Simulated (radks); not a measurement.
Results of a calculation; reference values are marked as such.
Effect of the nuclear size on neutral erbium, [Xe] 4f12 6s2. Level of theory: Dirac Kohn-Sham, LDA (Slater exchange, Perdew-Wang correlation), spin-unpolarised, spherical densities, finite nucleus; open shells are shared between the two j in proportion to 2j + 1; Fermi nuclear charge, rms radius 5.2516 fm (a radial shooting solver on a logarithmic mesh with Libxc functionals). The rms radius is varied about that value; shifts are against it.

| rms radius (fm) | total energy shift (eV) | density at nucleus (e/bohr^3) | 1s1/2 shift (meV) | 2s1/2 shift (meV) | 5s1/2 shift (meV) | 5p1/2 shift (meV) | 6s1/2 shift (meV) | 4f7/2 shift (meV) | 6p1/2 (empty) shift (meV) |
|---|---|---|---|---|---|---|---|---|---|
| 4.5374 | -8.13 | 9.068e+05 | -3330 | -445 | -3.39 | 0.353 | -0.136 | 0.602 | 0.118 |
| 4.9207 | -3.87 | 8.858e+05 | -1590 | -212 | -1.62 | 0.168 | -0.065 | 0.287 | 0.056 |
| 5.2516 | 0 | 8.693e+05 | 0.000 | 0.000 | 0.000 | 0.000 | 0.000 | 0.000 | 0.000 |
| 5.6087 | 4.38 | 8.529e+05 | 1790 | 239 | 1.83 | -0.190 | 0.073 | -0.324 | -0.064 |
| 6.3124 | 13.6 | 8.241e+05 | 5570 | 743 | 5.67 | -0.590 | 0.227 | -1.01 | -0.197 |

Slopes of the eigenvalues against <r^2> in GHz/fm^2, as finite differences over the two radii next to the reference (eigenvalue slopes, not the field-shift constants of lines): 1s1/2 113000, 2s1/2 15100, 5s1/2 115, 5p1/2 -12.0, 6s1/2 4.60, 4f7/2 -20.4, 6p1/2 (empty) -3.99.
